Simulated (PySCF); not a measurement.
PySCF 2.14 output of an unrestricted M06-L calculation on a single atom or ion in aug-cc-pVDZ-DK, with scalar relativity by spin-free X2C-1e:

```
SCF conv_tol = 1e-09
number electrons alpha = 7  beta = 6
    Y. Zhao and D. G. Truhlar.,  J. Chem. Phys. 125, 194101 (2006)
    Y. Zhao and D. G. Truhlar.,  J. Chem. Phys. 125, 194101 (2006)
    Y. Zhao and D. G. Truhlar.,  Theor. Chem. Acc. 120, 215 (2008)
cycle= 1 E= -340.9557651467  delta_E= -0.00389  |g|= 0.00844  |ddm|= 0.346
cycle= 2 E= -340.955821497481  delta_E= -5.64e-05  |g|= 0.00134  |ddm|= 0.0446
cycle= 3 E= -340.955822883431  delta_E= -1.39e-06  |g|= 0.000189  |ddm|= 0.00785
cycle= 4 E= -340.955822909469  delta_E= -2.6e-08  |g|= 6.24e-06  |ddm|= 0.00133
cycle= 5 E= -340.955822909507  delta_E= -3.73e-11  |g|= 4.6e-07  |ddm|= 6.86e-05
converged SCF energy = -340.955822909507  <S^2> = 0.75419565  2S+1 = 2.0041913
```

The run itself started from symmetry-adapted Hartree-Fock orbitals and held the occupation by maximum overlap, on a logarithmic radial grid, so the iterations belong to that start.

Problem. Which element, charge and spin multiplicity is this?

Solution. P²⁺ (phosphorus, charge +2), multiplicity 2; the state was [Ne] 3s2 3p1, 2P determinant.
